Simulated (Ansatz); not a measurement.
`C=C[SiH2][S][GeH3]`, relaxed with RKS PBE0-D4/def2-TZVP in the Gaussian-basis code of Ansatz from a PBE-D4/def2-SVP geometry. The force threshold is 0.005 eV/Å; the program also tests the step.

The species carries charge 0 and has multiplicity 1.

Start:

```xyz
13

C     0.786    1.294   -1.397
C     1.084    1.348   -0.084
Si   -0.113    0.857    1.279
S    -1.875   -0.117    0.481
Ge   -0.944   -2.086   -0.118
H    -0.204    0.946   -1.742
H     1.504    1.599   -2.178
H     2.088    1.705    0.216
H    -0.622    2.065    2.018
H     0.586   -0.046    2.264
H    -0.063   -1.914   -1.381
H    -0.089   -2.626    1.058
H    -2.138   -3.025   -0.415
```

```json
{"step": "1", "energy (eV)": "-77420.9503", "largest force (eV/Å)": "0.572", "largest move (Å)": "0.000"}
{"step": "2", "energy (eV)": "-77421.0043", "largest force (eV/Å)": "0.152", "largest move (Å)": "0.039"}
{"step": "3 (rejected)", "energy (eV)": "-77420.9993", "largest force (eV/Å)": "0.404", "largest move (Å)": "0.035"}
{"step": "4", "energy (eV)": "-77421.0078", "largest force (eV/Å)": "0.020", "largest move (Å)": "0.017"}
{"step": "5 (rejected)", "energy (eV)": "-77421.0078", "largest force (eV/Å)": "0.034", "largest move (Å)": "0.013"}
{"step": "6", "energy (eV)": "-77421.0080", "largest force (eV/Å)": "0.005", "largest move (Å)": "0.006"}
{"step": "7", "energy (eV)": "-77421.0082", "largest force (eV/Å)": "0.009", "largest move (Å)": "0.018"}
{"step": "8", "energy (eV)": "-77421.0086", "largest force (eV/Å)": "0.024", "largest move (Å)": "0.071"}
{"step": "9", "energy (eV)": "-77421.0089", "largest force (eV/Å)": "0.047", "largest move (Å)": "0.042"}
{"step": "10", "energy (eV)": "-77421.0092", "largest force (eV/Å)": "0.039", "largest move (Å)": "0.022"}
{"step": "11", "energy (eV)": "-77421.0098", "largest force (eV/Å)": "0.036", "largest move (Å)": "0.074"}
{"step": "12", "energy (eV)": "-77421.0101", "largest force (eV/Å)": "0.068", "largest move (Å)": "0.093"}
{"step": "13", "energy (eV)": "-77421.0105", "largest force (eV/Å)": "0.065", "largest move (Å)": "0.018"}
{"step": "14", "energy (eV)": "-77421.0111", "largest force (eV/Å)": "0.037", "largest move (Å)": "0.024"}
{"step": "15", "energy (eV)": "-77421.0119", "largest force (eV/Å)": "0.035", "largest move (Å)": "0.100"}
{"step": "16", "energy (eV)": "-77421.0123", "largest force (eV/Å)": "0.067", "largest move (Å)": "0.106"}
{"step": "17", "energy (eV)": "-77421.0127", "largest force (eV/Å)": "0.040", "largest move (Å)": "0.010"}
{"step": "18", "energy (eV)": "-77421.0129", "largest force (eV/Å)": "0.044", "largest move (Å)": "0.020"}
{"step": "19", "energy (eV)": "-77421.0131", "largest force (eV/Å)": "0.016", "largest move (Å)": "0.039"}
{"step": "20", "energy (eV)": "-77421.0131", "largest force (eV/Å)": "0.023", "largest move (Å)": "0.045"}
{"step": "21", "energy (eV)": "-77421.0132", "largest force (eV/Å)": "0.010", "largest move (Å)": "0.009"}
{"step": "22", "energy (eV)": "-77421.0132", "largest force (eV/Å)": "0.005", "largest move (Å)": "0.004"}
{"step": "23", "energy (eV)": "-77421.0132", "largest force (eV/Å)": "0.003", "largest move (Å)": "0.004"}
{"step": "24", "energy (eV)": "-77421.0132", "largest force (eV/Å)": "0.002", "largest move (Å)": "0.010"}
{"step": "25", "energy (eV)": "-77421.0132", "largest force (eV/Å)": "0.003", "largest move (Å)": "0.007"}
```

End:

```xyz
13

C     0.854    1.193   -1.319
C     1.076    1.272   -0.011
Si   -0.191    0.860    1.288
S    -1.906   -0.101    0.462
Ge   -0.934   -1.992   -0.207
H    -0.108    0.875   -1.712
H     1.616    1.446   -2.050
H     2.058    1.599    0.329
H    -0.701    2.091    1.946
H     0.440   -0.004    2.321
H    -0.542   -1.888   -1.688
H     0.311   -2.247    0.655
H    -1.973   -3.105   -0.015
```

Run time 48 s (3 threads of an AMD EPYC 7R13 on a shared host and a share of an NVIDIA H100 80 GB); peak host memory 0.93 GiB.
